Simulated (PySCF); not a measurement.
Löwdin shares of the frontier orbitals

C3H10OSSi2.
Cartesian coordinates in Å at the GFN2-xTB level; atoms count from 1:
```
atom  x, y, z in Å
C1    -2.6590    0.7358    0.9864
C2    -1.9825    0.3410   -0.2843
S3    -2.7988   -0.1671   -1.5964
O4    -0.6738    0.4148   -0.2599
Si5    0.3533   -0.0216   -1.4941
C6     2.0255    0.3914   -0.7212
Si7    2.1897    0.0367    1.1420
H8    -2.5262   -0.0588    1.7222
H9    -2.2032    1.6397    1.3878
H10   -3.7208    0.8882    0.8179
H11    0.1667   -1.4473   -1.7484
H12    0.0401    0.7805   -2.6748
H13    2.7825   -0.1670   -1.2681
H14    2.2534    1.4426   -0.8944
H15    1.8068   -1.3471    1.4314
H16    3.5888    0.2430    1.5320
H17    1.3504    0.9566    1.9121
```

The calculation used TDDFT B3LYP/def2-SVPD, vertical, gas phase, core orbitals frozen in the response (PySCF 2.14.0, density-fitted response routines).

Kohn–Sham orbitals with the atoms that hold most of them (Löwdin shares over 4%, at most four atoms; ? is withheld):

| orbital | ε (eV) | atoms |
| --- | --- | --- |
| LUMO+2 | 0.00 | Si5 20%, Si7 19%, C6 13%, H13 9% |
| LUMO+1 | -0.10 | Si5 21%, Si7 12%, S3 11%, H12 7% |
| LUMO | -1.71 | ? |
| HOMO | ? | ? |
| HOMO-1 | -7.52 | S3 55%, C2 23%, O4 15% |
| HOMO-2 | -8.65 | C6 31%, Si5 18%, Si7 15%, H16 10% |
| HOMO-3 | -9.15 | C6 18%, Si5 16%, H11 14%, Si7 13% |

Task: Which atoms hold the LUMO, and with what shares?

Result: C2 (bonded to C, O and S) 38%; S3 (bonded to C) 35%; O4 (bonded to C and Si) 13%; C1 (bonded to C and 3 H) 5%. By element: carbon 43% or more, sulfur 35%, oxygen 13%.

Task: Which atoms hold the HOMO, and with what shares?

Result: S3 (bonded to C) 74%; C2 (bonded to C, O and S) 10%; C1 (bonded to C and 3 H) 4%; O4 (bonded to C and Si) 4%. By element: sulfur 74%, carbon 14% or more, oxygen 4%.

Task: What is the HOMO energy, and the HOMO–LUMO gap?

Result: ε(HOMO) = -6.40 eV; the gap is 4.69 eV (0.1722 hartree).

Task: The HOMO–LUMO gap is 4.69 eV. Where does the response calculation put the lowest singlet, and from which orbitals?

Result: S1 is at 3.31 eV (f = 0.0001), 1.38 eV below the gap, made of HOMO→LUMO (100%). Without the coupling terms of the response equations the lowest excitation would equal the gap.

Task: One configuration dominates each of S1 and S8. Which, and how do the shares of the two leading atoms of either orbital change from the occupied to the empty one?

Result: 
- S1 (3.31 eV, f 0.0001), HOMO→LUMO (100%): S3 74% → 35%, C2 10% → 38%; low, almost dark, from the terminal sulfur into the C=S bond, the pattern of n→π*
- S8 (6.57 eV, f 0.0082), HOMO-1→LUMO+1 (94%): S3 55% → 11%, C2 23% → at most 8%, Si5 at most 4% → 21%, Si7 at most 4% → 12%

Löwdin shares depend on the basis, the more so with diffuse functions.

One conformer stands for the species.
